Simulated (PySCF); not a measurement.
F3OW, charge +1, multiplicity 1. Atoms are numbered in the order given.

```xyz
5

W      0.0000     0.0000     0.0026
O      0.0000     0.0000    -1.6592
F      1.5095     0.8715     0.4846
F      0.0000    -1.7430     0.4846
F     -1.5095     0.8715     0.4846
```
Charge +1, spin multiplicity 1.

Geometry: B3LYP-D3(BJ)/def2-SVP. The multiplicity is an assumed one; other spin states were not compared. The isomer is the one that the SMILES or the coordinates give; other isomers of the formula were not compared. The def2 effective core potentials stand for the cores of W; spin–orbit coupling is left out.

Level of theory: B3LYP-D3(BJ)/def2-SVP (PySCF).

Frequencies are harmonic and unscaled.

Modes within 1.5 cm⁻¹ of each other (mostly degenerate sets) share a row, with their intensities summed.

Computed vibrational spectrum:
```tsv
mode	ν (cm⁻¹)	IR (km/mol)	Raman (Å⁴/amu)	depolarisation	moving atoms (share of kinetic energy)
1–2	180	14.7	2.5	0.75	F 91 %, W 9 %
3	211	10.5	0.6	0.71	F 80 %, W 18 %
4–5	298	8.2	5.8	0.75	O 63 %, F 32 %
6	789	29.5	10.6	0.05	F 98 %
7–8	800	208.4	3.3	0.75	F 86 %, W 14 %
9	1120	61.0	15.9	0.16	O 92 %, W 8 %
```
